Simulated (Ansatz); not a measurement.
Cartesian coordinates (Å):
```xyz
7

C     -1.8096     0.0176     0.2305
B     -0.4317     0.0047     0.2602
B      1.1885    -0.0112     0.2955
N      2.4258    -0.0237     0.3224
H     -2.3769     0.7506    -0.3367
H     -2.4142    -0.7045     0.7724
H      3.4180    -0.0335     0.3442
```
Charge 0, multiplicity 1.

Method: frozen-core CCSD(T)/cc-pVTZ // PBE0-D3(BJ)/def2-TZVP (Ansatz, a program for electronic structure).

```yaml
HF energy: -143.43015 Ha
MP2 correlation energy: -0.54318 Ha
```

Task: Estimate the CCSD correlation energy, the (T) correction, the total energy and the T1 diagnostic.

Result: 
- CCSD correlation energy: -0.56778 Ha
- (T) correction: -0.02871 Ha
- CCSD(T) total energy: -144.02664 Ha
- T1 diagnostic: 0.018
